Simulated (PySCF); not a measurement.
Gas-phase reaction: 2 SnH4 + C2H2 (acetylene) → 2 SnH2 + C2H6

Method: PySCF energies plus ideal-gas RRHO corrections (1 bar). † marks an energy on the PBE0/def2-TZVP geometry and frequencies; other levels use their own. CCSD(T) freezes the core. All species are closed-shell singlets. B3LYP is the form with VWN-RPA correlation. Sn: scalar-relativistic def2 core potential, no spin-orbit coupling. SnH2: computed as isolated molecules; such fragments, hydroxides, amides, oligomers or adducts are transient or little studied in the gas. CCSD(T) isn't extrapolated to the basis-set limit; its ΔH°(298 K) is -153.7 kJ in def2-SVP and -130.4 kJ in def2-TZVPP. The harmonic model lacks anharmonicity and excited electronic states, which grow with temperature; levels with a mode under 35 cm⁻¹ are left out. Internal rotation in C2H6 is treated as a harmonic vibration of one conformer, which makes the entropy rough.

ΔH° and ΔS° at 298 K: B3LYP/def2-TZVP† -175 kJ, 30 J/K; CCSD(T)/def2-SVP† -154 kJ, 30 J/K; HF/def2-TZVP† -149 kJ, 30 J/K; PBE/def2-TZVP† -174 kJ, 30 J/K; PBE0/def2-TZVP -173 kJ, 30 J/K.

Q: With the heat capacities included, give log10 K (1 bar) at 600, 1000, 1600, 1800, 2000 K from B3LYP/def2-TZVP†, CCSD(T)/def2-SVP†, HF/def2-TZVP†, PBE/def2-TZVP†, PBE0/def2-TZVP.

A: 
```
T (K)  B3LYP/def2-TZVP†  CCSD(T)/def2-SVP†  HF/def2-TZVP†  PBE/def2-TZVP†  PBE0/def2-TZVP
-----  ----------------  -----------------  -------------  --------------  --------------
600                16.5               14.7           14.3            16.5            16.4
1000               10.0                8.9            8.7            10.0             9.9
1600                6.2                5.5            5.3             6.1             6.1
1800                5.4                4.8            4.7             5.4             5.4
2000                4.8                4.3            4.1             4.8             4.8
```
